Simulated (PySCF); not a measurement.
# Computed vibrations of Eu(BH4)2

Eu(BH4)2 (singlet in the valence; each metal's 4f electrons, 7 of them, lie in its core potential, out of spins and levels). PySCF 2.14.0, RKS PBE0, Eu lcecp-0-SVP with ECP53, B def2-SVP, H def2-SVP; non-relativistic Hamiltonian with scalar-relativistic core potentials where named; density fitting; no spin-orbit coupling. Central differences of gradients.

```xyz
11

Eu    0.0000    0.0000   -0.0011
B     2.6176   -0.0029    0.0056
H     3.8287   -0.0029    0.0132
H     2.1415   -0.8218    0.8305
H     2.1503   -0.3088   -1.1189
H     2.1476    1.1226    0.3007
B    -2.6176    0.0029    0.0056
H    -3.8287    0.0029    0.0132
H    -2.1415    0.8217    0.8305
H    -2.1503    0.3089   -1.1189
H    -2.1476   -1.1227    0.3006
```

Run from Python with OMP_NUM_THREADS=2. Where DIIS fails, smearing, a level shift and second-order steps follow.
It took 3 min on 2 threads of Intel(R) Xeon(R) Platinum 8259CL CPU @ 2.50GHz (Skylake/Cascade Lake), with other jobs on the host.

(1) What are the harmonic wavenumbers and infrared intensities?

(2) Is this a minimum?

An lcecp potential fixes the number of 4f electrons, so in runs with it no electron can move into or out of that shell.

Results:

(1) Modes are labelled in C2; negative numbers are unstable modes, those under 60 cm⁻¹ near the noise; a finer grid moves soft modes by up to 10 cm⁻¹.
```json
{"cm⁻¹": "22", "km/mol": "22.0", "symmetry": "a"}
{"cm⁻¹": "26", "km/mol": "55.0", "symmetry": "b"}
{"cm⁻¹": "30", "km/mol": "33.0", "symmetry": "a"}
{"cm⁻¹": "406", "km/mol": "0.0", "symmetry": "a"}
{"cm⁻¹": "407", "km/mol": "228.3", "symmetry": "b"}
{"cm⁻¹": "490", "km/mol": "0.7", "symmetry": "a"}
{"cm⁻¹": "490", "km/mol": "0.7", "symmetry": "b"}
{"cm⁻¹": "520", "km/mol": "0.0", "symmetry": "a"}
{"cm⁻¹": "520", "km/mol": "0.0", "symmetry": "b"}
{"cm⁻¹": "1088", "km/mol": "15.8", "symmetry": "b"}
{"cm⁻¹": "1088", "km/mol": "27.0", "symmetry": "a"}
{"cm⁻¹": "1089", "km/mol": "16.9", "symmetry": "a"}
{"cm⁻¹": "1089", "km/mol": "27.8", "symmetry": "b"}
{"cm⁻¹": "1167", "km/mol": "347.8", "symmetry": "b"}
{"cm⁻¹": "1172", "km/mol": "0.0", "symmetry": "a"}
{"cm⁻¹": "1225", "km/mol": "2.6", "symmetry": "b"}
{"cm⁻¹": "1225", "km/mol": "3.2", "symmetry": "a"}
{"cm⁻¹": "1229", "km/mol": "1.0", "symmetry": "a"}
{"cm⁻¹": "1230", "km/mol": "1.6", "symmetry": "b"}
{"cm⁻¹": "2256", "km/mol": "342.7", "symmetry": "b"}
{"cm⁻¹": "2257", "km/mol": "151.7", "symmetry": "a"}
{"cm⁻¹": "2260", "km/mol": "8.1", "symmetry": "b"}
{"cm⁻¹": "2261", "km/mol": "215.8", "symmetry": "a"}
{"cm⁻¹": "2265", "km/mol": "540.5", "symmetry": "b"}
{"cm⁻¹": "2266", "km/mol": "196.8", "symmetry": "a"}
{"cm⁻¹": "2595", "km/mol": "316.8", "symmetry": "b"}
{"cm⁻¹": "2597", "km/mol": "0.0", "symmetry": "a"}
```

(2) Yes, within the noise of the softest modes. Ideal gas at 298.15 K and 1 bar: S = 384.7 J/(mol K), Cp = 101.1 J/(mol K), H − H(0 K) = 21.3 kJ/mol (rigid rotor, harmonic modes, spin degeneracy alone, that of the 4f electrons in the core included; the modes under 60 cm⁻¹ make these uncertain).
